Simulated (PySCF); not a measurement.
Zirconium: a sound run and one with changed settings

Sound run: Zr⁺ [Kr] 4d2 5s1, Zr²⁺ [Kr] 4d2. All numbers are calculated (PySCF 2.14, a scalar-relativistic core potential, in def2-SVP with the def2 core potential (28 electrons)). In the sound run the correlated levels freeze 4s2 4p6 outside the core potential. The sound run starts from symmetry-adapted Hartree-Fock orbitals and uses a fine grid where one is needed.

Changed run: initial guess 1e, at most 50 SCF cycles.

```json
{"species": "Zr⁺", "method": "UHF", "sound run (hartree)": "-46.24087", "changed run (hartree)": "-46.21405", "converged": "yes"}
{"species": "Zr⁺", "method": "BP86", "sound run (hartree)": "-46.70039", "changed run (hartree)": "-46.70039", "converged": "yes"}
{"species": "Zr⁺", "method": "PBE0", "sound run (hartree)": "-46.63786", "changed run (hartree)": "-46.62109", "converged": "yes"}
{"species": "Zr²⁺", "method": "UHF", "sound run (hartree)": "-45.78885", "changed run (hartree)": "-45.78885", "converged": "yes"}
{"species": "Zr²⁺", "method": "BP86", "sound run (hartree)": "-46.20403", "changed run (hartree)": "-46.20403", "converged": "yes"}
{"species": "Zr²⁺", "method": "PBE0", "sound run (hartree)": "-46.15263", "changed run (hartree)": "-46.15263", "converged": "yes"}
{"species": "Zr²⁺", "method": "MP2", "sound run (hartree)": "-45.79078", "changed run (hartree)": "-45.79078", "converged": "yes"}
```

Ionisation energy of Zr⁺:

```
method  sound run (eV)  changed run (eV)
  BP86          13.507            13.507
```

The plain start fixes occupations by D2h representation alone, and Zr⁺ at UHF, Zr⁺ at PBE0 landed in another state (other ⟨L²⟩ or ⟨S²⟩). 

For comparison, NIST gives 13.13 eV between the lowest levels.
